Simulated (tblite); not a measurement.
Write Cartesian coordinates for InChI=1S/C5H8NSi2/c6-2-1-4-8-5-3-7/h8H,3,5H2,7H3 as optimised with GFN2-xTB. (Doublet state.)

```xyz
16
C5H8NSi2 angstrom
N      4.7693    2.6112   -1.7967
C      4.0743    1.8156   -1.3213
C      3.2611    0.8921   -0.7761
C      2.4977    0.1031   -0.2161
Si     1.4084   -1.2002    0.3557
C     -0.4428   -1.0094    0.0165
C     -1.1075   -0.0708    1.0311
Si    -2.9553    0.2134    0.6577
H      1.8234   -1.9881    1.5032
H     -0.9418   -1.9814    0.0460
H     -0.5946   -0.6125   -0.9897
H     -0.9895   -0.4783    2.0379
H     -0.5849    0.8881    1.0277
H     -3.5084    1.1223    1.6598
H     -3.6458   -1.0784    0.7065
H     -3.0712    0.7820   -0.6860
```

Orientation and origin are arbitrary. Atoms count from 1 in this order. Si5 (silicon bonded to 2 C and H) has angles 118.4°, 118.2° and 117.7°, sum 354.3°, 0.23 Å off the plane of its three neighbours. Si8 (silicon bonded to C and 3 H) is tetrahedral (angles from 108.3° to 111.0°). The 3 C–Si bonds span 1.792 Å (C4–Si5, drawn single) to 1.906 Å (C7–Si8, drawn single), a spread of 0.114 Å. The 3 C–C bonds span 1.232 Å (C3≡C4, drawn triple) to 1.534 Å (C6–C7, drawn single), a spread of 0.302 Å.

Bonds between heavy atoms (Å): N1≡C2 1.158, C2–C3 1.346, C3≡C4 1.232, C4–Si5 1.792, Si5–C6 1.892, C6–C7 1.534, C7–Si8 1.906.

Computed geometry: GFN2-xTB, gas phase. This method treats the open shell by occupation alone, without spin polarisation.

Point group: C1 (no symmetry element, even within 0.4 Å). Its GFN2-xTB frequencies are all real (lowest 20 cm⁻¹). Torsions: C4–Si5–C6–C7 -80°, Si5–C6–C7–Si8 177°. 3 starts were optimised and ended at 0.00, 0.09 and 0.19 kcal/mol (GFN2-xTB); the lowest of these is shown.

The run took 0.94 s of wall time on Arm Neoverse V2, one thread, on a shared host. These figures are those of the optimisation.

One conformer stands for the species.
